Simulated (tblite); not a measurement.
What does the GFN2-xTB structure of `COc1nn[n-]c1OC` look like in three dimensions? (Charge -1.)

```
atom  x, y, z in Å
C1    -2.8872   -0.5650    0.1426
O2    -1.5374   -0.8612    0.3457
C3    -0.6989    0.1493   -0.1074
N4    -1.1127    1.2850   -0.6794
N5    -0.0309    1.9871   -0.9722
N6     1.0712    1.3509   -0.6128
C7     0.6928    0.1913   -0.0645
O8     1.5613   -0.7667    0.4430
C9     2.9011   -0.3901    0.3229
H10   -3.1759    0.3531    0.6690
H11   -3.4581   -1.4131    0.5298
H12   -3.1066   -0.4209   -0.9226
H13    3.1039    0.5403    0.8676
H14    3.4974   -1.2042    0.7431
H15    3.1757   -0.2280   -0.7267
```

Any rigid rotation of these coordinates is as good. Atoms count from 1 in this order. The 5-membered ring C3–N4–N5–N6–C7 has internal angles of 107.0° to 111.5° (sum 540°, against 540° for a flat polygon); it is planar, 0.00 Å rms from its mean plane, widest ring torsion 0°. Of the pairs four or more bonds apart, N6···H15 is among the closest relative to their van der Waals radii: 2.63 Å, 96 % of the sum of Bondi's values. C3 (aromatic carbon bearing oxygen) is planar (angles 127.9°, 124.8° and 107.3°, sum 360.0°, 0.00 Å off the plane of its three neighbours). N4 (nitrogen bonded to C and N) is bent (angle 107.0°).

Bonds between heavy atoms (Å): C1–O2 1.397, O2–C3 1.389, C3–N4 1.337, N4–N5 1.322, N5–N6 1.322, N6–C7 1.337, C7–O8 1.389, O8–C9 1.397, C3–C7 1.393.

Structure optimised with GFN2-xTB, isolated species.

Point group: C2v (every atom within 0.08 Å of its image). Its GFN2-xTB frequencies are all real (lowest 58 cm⁻¹). Torsions: C1–O2–C3–N4 0°, N6–C7–O8–C9 0°.

One conformer stands for the species.

The numbers are calculated, not measured.
